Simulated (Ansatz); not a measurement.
Program: Ansatz. Geometries: PBE0-D4/def2-TZVP. ΔE: electronic, gas phase. CCSD(T)/CBS is the MP2 limit (def2-TZVPP, def2-QZVPP) plus CCSD(T) − MP2 in def2-TZVPP, frozen cores. This one scheme is used for every species. Functionals use def2-TZVPP. For Zn outer-core shells are correlated without core-valence functions, which leaves a few kJ/mol of doubt a bond. Scalar relativity is left out up to krypton. Each species was taken in one conformer, which may not be the lowest.

Reaction (redistribution): `[CH3][Zn][F]` + `N[PH][AlH2]` → `N[PH][Zn][F]` + `[CH3][AlH2]`

CCSD(T)/CBS gives -7.1 kJ/mol.

Question: Another level gave -10.0 kJ/mol. Which?
A. MP2/def2-TZVPP
B. BLYP/def2-TZVPP
C. LDA (SPW92)/def2-TZVPP
D. r2SCAN/def2-TZVPP

Answer: D. r2SCAN -10.0, LDA (SPW92) -5.8, MP2/def2-TZVPP -0.6, BLYP -14.6 kJ/mol.

Largest T1 diagnostic among the species: 0.016.

In def2-TZVPP, CCSD(T) changes the Hartree–Fock value by +12.0 kJ/mol (the triples alone add +1.1 kJ/mol) and MP2 by +12.6 kJ/mol. Leaving LDA and LC-ωPBE aside and taking each functional with its dispersion term where it has one, the values, not all of them listed here, spread over 9.4 kJ/mol, from BLYP-D4 to PBE-QIDH. LDA lies +3.5 kJ/mol from PBE without D4.
